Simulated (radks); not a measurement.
Species: Zr XXII. Configuration: [Ar] 3d1.

Calculated with a radial shooting solver on a logarithmic mesh with Libxc functionals: Dirac Kohn-Sham, LB94 model potential, spin-unpolarised, spherical densities, finite nucleus; open shells fill j = l - 1/2 first; Fermi nuclear charge, rms radius 4.2694 fm.

Energy parts (hartree):
kinetic: 3470.06428
electron-nucleus: -7473.06437
Hartree: 748.44437
(The LB94 potential has no energy functional, so no total or exchange-correlation energy is given.)

Orbitals (lengths in bohr, moments of r in powers of bohr; r(max) is where P^2 peaks):
1s1/2: occ. 2; eigenvalue (hartree) -689.8674; <r^4> 8.800e-06; r(max) 0.02413; <1/r> 41.30; <r^2> 0.001846; small-component weight 2.13e-02
2s1/2: occ. 2; eigenvalue (hartree) -122.8161; <r^4> 0.001582; r(max) 0.1367; <1/r> 9.412; <r^2> 0.03044; small-component weight 4.37e-03
2p1/2: occ. 2; eigenvalue (hartree) -115.3466; <r^4> 0.001054; r(max) 0.1066; <1/r> 9.386; <r^2> 0.02305; small-component weight 4.37e-03
2p3/2: occ. 4; eigenvalue (hartree) -112.1236; <r^4> 0.001163; r(max) 0.1103; <1/r> 8.983; <r^2> 0.02437; small-component weight 4.24e-03
3s1/2: occ. 2; eigenvalue (hartree) -41.18298; <r^4> 0.05793; r(max) 0.3862; <1/r> 3.521; <r^2> 0.1977; small-component weight 1.40e-03
3p1/2: occ. 2; eigenvalue (hartree) -38.51198; <r^4> 0.05463; r(max) 0.3694; <1/r> 3.467; <r^2> 0.1881; small-component weight 1.37e-03
3p3/2: occ. 4; eigenvalue (hartree) -37.84266; <r^4> 0.05846; r(max) 0.3769; <1/r> 3.367; <r^2> 0.1949; small-component weight 1.34e-03
3d3/2: occ. 1; eigenvalue (hartree) -33.64461; <r^4> 0.04265; r(max) 0.3024; <1/r> 3.262; <r^2> 0.1573; small-component weight 1.26e-03
3d5/2: occ. 0; eigenvalue (hartree) -33.49927; <r^4> 0.04352; r(max) 0.3044; <1/r> 3.236; <r^2> 0.1591; small-component weight 1.25e-03
4s1/2: occ. 0; eigenvalue (hartree) -20.43598; <r^4> 0.7801; r(max) 0.8132; <1/r> 1.782; <r^2> 0.7524; small-component weight 6.43e-04
4p1/2: occ. 0; eigenvalue (hartree) -19.38034; <r^4> 0.8089; r(max) 0.8145; <1/r> 1.749; <r^2> 0.7604; small-component weight 6.28e-04
4p3/2: occ. 0; eigenvalue (hartree) -19.14677; <r^4> 0.8487; r(max) 0.8258; <1/r> 1.715; <r^2> 0.7793; small-component weight 6.18e-04

The highest occupied level is 3d3/2 at -915.52 eV. The density falls to 0.001 e/bohr^3 at r = 1.16 bohr. The electron density at the nucleus is 7.491e+04 e/bohr^3. For comparison, the ionisation energy in NIST's Atomic Spectra Database is 922 eV (theoretical). In exact Kohn-Sham theory the highest level is minus the ionisation energy, but local and semilocal functionals leave it too shallow, through self-interaction and a potential that decays too fast; potentials with the right tail come closer. Summed over all electrons, <r^2> = 1.917 bohr^2, which gives a Langevin (diamagnetic) susceptibility term of -1.52 x 10^-6 cm^3/mol.

Beside tabulated values, note that spin-unpolarised runs miss the spin-polarisation part of the exchange energy of open shells.
